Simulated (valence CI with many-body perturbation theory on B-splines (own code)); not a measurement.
## Sn XXXVIII: calculated level list

Method: relativistic CI+MBPT: three valence electrons over a frozen Dirac-Fock core [Ne], radial functions for each j: 11 s, 11 p, 10 d, 8 f, 5 g, 2 h, with the one-electron correlation potential Σ1, the two-electron term Σ2, the three-electron term Σ3, Breit, model QED; selected CI, second order for the rest, scaled by the run's own slope (own B-spline code, finite nucleus).

No measured spectrum was set against this ion. As an estimate, large intervals hold to a few tenths of a per cent, small ones and those within an open d or f shell to about a per cent.

Levels 136 to 154 of 154, with energies above the lowest level, 3s2 3p 2P°_1/2. "Leading %" is the weight of the configuration and term that name the level; weights of strongly mixed levels are sums over their largest components and can fall short. Lifetimes count E1, E2, E3, M1 and M2 decay at the calculated energies, and are blank where another channel may lead or the interval is too uncertain; long ones can be off by a factor of two.

```
No.  Configuration  Term     J  E (eV)  Leading %   Second component  Lifetime
136            3d3    2G   7/2   778.7         70        27 % 3d3 4F   3.34 ps
137            3d3    2H   9/2   779.3         51        48 % 3d3 4F   3.80 ps
138            3d3    4P   5/2   781.3         85        11 % 3d3 2D   2.60 ps
139            3d3    2D   3/2   785.1         46        40 % 3d3 4P   2.90 ps
140            3d3    2H  11/2   785.3        100                      4.76 ps
141            3d3    2P   1/2   787.3         71        28 % 3d3 4P   2.78 ps
142            3d3    2D   5/2   790.7         92         5 % 3d3 4F   3.07 ps
143            3d3    2G   9/2   793.3         59        23 % 3d3 2H   4.90 ps
144            3d3    2F   5/2   793.4         81        11 % 3d3 2D   3.02 ps
145            3d3    2F   7/2   794.5         92         6 % 3d3 2G   3.47 ps
146            3d3    2P   3/2   799.2         58        28 % 3d3 2D   3.47 ps
147            3d3    2D   3/2   812.7         96                      3.22 ps
148            3d3    2D   5/2   814.8         78        15 % 3d3 2F   3.42 ps
149         3s2 4s    2S   1/2  1124.0         98                       111 fs
150         3s2 4p   2P°   1/2  1165.4         97                       463 fs
151         3s2 4p   2P°   3/2  1187.4         93                       459 fs
152       3s 3p 4s   4P°   1/2  1202.9         89   9 % 3s 3p 4s 2P°    138 fs
153       3s 3p 4s   4P°   3/2  1210.6         71  24 % 3s 3p 4s 2P°    132 fs
154       3s 3p 4s   2P°   1/2  1216.2         93   5 % 3s 3p 4s 4P°    154 fs
```

Names give the largest LS component (configuration and term), which can be under half, so a name can repeat, a term be missing and a line seem to break the LS rules; names also repeat where a configuration has a term twice.
